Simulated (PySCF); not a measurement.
H3NSeZn, SMILES [NH2][Zn][SeH]. Geometry optimised at B3LYP-D3(BJ)/def2-SVP. The structure was generated by enumeration; whether it is a known compound was not checked. The values are those of a single conformer.

Problem. Give the equilibrium geometry at B3LYP-D3(BJ)/def2-SVP (PySCF confirms it by a frequency run) as Cartesian coordinates in Å, and its point group. (An estimate is asked for; the answer gives what the named calculation found.)

Solution. This is not unique; one that fits is point group Cs.
```xyz
6

Zn    -0.0189     0.8539     0.0000
N      0.1197     2.6788     0.0000
H     -0.2457     3.1624    -0.8202
H     -0.2457     3.1624     0.8202
Se     0.0484    -1.4462     0.0000
H     -1.4275    -1.5221     0.0000
```
Charge 0, spin multiplicity 1.
